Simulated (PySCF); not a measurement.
A species of formula C2H7GeN has this rotational fingerprint, computed with PBE0-D3(BJ)/def2-SVP geometry optimisation, gas phase in PySCF 2.14.0:

| Property | Result |
| --- | --- |
| Rotational constants | A = 12235, B = 2366, C = 2059 MHz |
| Dipole components | \|μa\| = 0.49 D, \|μb\| = 0.88 D, \|μc\| = 0.00 D |
| Inertial defect | -9.44 u·Å² |
| κ | -0.94 |

Question: Which candidate fits, each taken in the one conformer that was computed?
A. `[CH2:1]=[CH:2][GeH2:3][NH2:4]` with C1–C2–Ge3–N4 128°, C2–Ge3–N4–H 174° and -61°
B. `C/N=[CH]\[GeH3]`
C. `[H]/[N:4]=[CH:3]\[GeH2:2][CH3:1]` with C1–Ge2–C3–N4 118°

Answer: B. It is C/N=[CH]\[GeH3], a near-prolate asymmetric top, point group Cs. The candidates at the same level (rigid rotor, commonest isotopes):

| SMILES | A (MHz) | B (MHz) | C (MHz) | μa (D) | μb (D) | μc (D) | Δ (u·Å²) | point group | rotor |
| --- | --- | --- | --- | --- | --- | --- | --- | --- | --- |
| C=[CH][GeH2][NH2] | 11265 | 2829 | 2484 | 0.09 | 0.24 | 0.97 | -20.03 | C1 | near-prolate asymmetric top |
| C/N=[CH]\[GeH3] | 12235 | 2366 | 2059 | 0.49 | 0.88 | 0.00 | -9.44 | Cs | near-prolate asymmetric top |
| [H]/N=[CH]\[GeH2][CH3] | 10511 | 2741 | 2414 | 2.18 | 0.00 | 0.17 | -23.09 | C1 | near-prolate asymmetric top |

`[H]/N=[CH]\[GeH2][CH3]` has C 17 % too high; `C=[CH][GeH2][NH2]` has C 21 % too high. In the right answer the mirror of this Cs structure is the ab plane, so μc vanishes by symmetry. No structure here is proved a minimum.
